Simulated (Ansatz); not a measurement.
Isomers of Li4S2⁺ (doublet), relaxed with PBE-D4/def2-TZVP; total energies from Ansatz at PBE0-D4/def2-TZVP.

```json
{"isomer": "A", "description": "point group D2h; 6 × Li–S 2.18 to 2.28 Å", "energy (Eh)": "-826.14254"}
{"isomer": "B", "description": "point group not assigned; 5 × Li–S 2.16 to 2.28 Å", "energy (Eh)": "-826.12578"}
```

The isomers come from a short search, and lower ones may exist.

Problem. Work out the relative energies (1 Eh = 2625.5 kJ/mol) and the Boltzmann populations at 1200 K from electronic energies alone (R = 8.314 J/mol/K).

Solution. ΔE: A 0.0, B 44.0 kJ/mol. RT = 9.98 kJ/mol. Factors exp(−ΔE/RT): A 1, B 0.0122; sum 1.012. Populations: A 98.8 %, B 1.2 %. Zero-point energy, vibrational entropy and symmetry numbers are left out and can shift these; an error of 4 kJ/mol changes a ratio by a factor of 1.5. Over the other density-functional and correlated levels in def2 sets, the gap between A and B ranges from 2 to 67 kJ/mol.
